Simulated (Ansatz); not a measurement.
**Energy profile**

The step: SiN₂H₆ ([NH2][SiH2][NH2]) + H₂O + HF → SiNH₅O ([NH2][SiH2][OH]) + NH₃ + HF; bonds formed: Si1–O7, N2–H8, H6–F9; bonds broken: Si1–N2, H6–O7, H8–F9 (atoms numbered as in the saddle structure below).

```
14
angstrom
Si -0.7967 -0.0781 -0.4329
N 0.5964 -1.2643 -0.0946
H -1.3380 -0.8856 -1.5944
H -1.8363 -0.2895 0.5979
N -0.4701 1.3429 -1.3318
H 0.4810 0.2879 1.7904
O 0.0828 1.0031 1.1351
H 0.8869 -1.2225 1.0303
F 1.0623 -0.8703 2.2421
H 1.4098 -1.0195 -0.6531
H 0.3195 -2.1992 -0.3767
H -0.8120 1.3819 -2.2774
H -0.4103 2.2554 -0.9129
H 0.8247 1.5578 0.8779
```

Electronic energies by CCSD(T) at an estimated basis limit (MP2 extrapolated from triple and quadruple zeta, plus CCSD(T) − MP2 in triple zeta), on PBE0-D4/def2-TZVP structures; SiN$_{2}$H$_{9}$OF, singlet; no counterpoise correction. Computed with Ansatz 0.2.0 (basis: def2-TZVPP and def2-QZVPP); correlated methods freeze the cores. Extrapolation: Hartree–Fock as exp(−7.88 √X), correlation as X^−2.97.

Q: Give the profile in kcal/mol, counted from the separated reactants. (An estimate is asked for; the value comes from the calculation.)

A: The calculation gives:
```
                                                                                                                                                              point  kcal/mol
separated: SiN$_{2}$H$_{6}$ (linked as [NH2][SiH2][NH2]; Si1, N2, H3, H4, N5, H10, H11, H12, H13; singlet) + H$_{2}$O (H6, O7, H14; singlet) + HF (H8, F9; singlet)      0.00
                                                                                                                                                    start structure    -19.53
                                                                                                                                                             saddle     -7.79
                                                                                                                                                      end structure    -24.39
      separated: SiNH$_{5}$O (linked as [NH2][SiH2][OH]; Si1, H3, H4, N5, O7, H12, H13, H14; singlet) + NH$_{3}$ (N2, H8, H10, H11; singlet) + HF (H6, F9; singlet)    -10.58
```
The saddle lies below the separated reactants: the barrier is submerged.

The T1 diagnostic stays at or below 0.011.

For scale, one of the runs: CCSD(T)/def2-TZVPP, 292 basis functions, launched by `ansatz run in.yaml --threads 8 --pin off --events-out ev --progress --plain --max-ram 19148MiB`. Time: 5.2 min of wall clock on 8 CPU threads of an Intel Xeon; the host was shared. Peak host memory: 9.8 GiB.
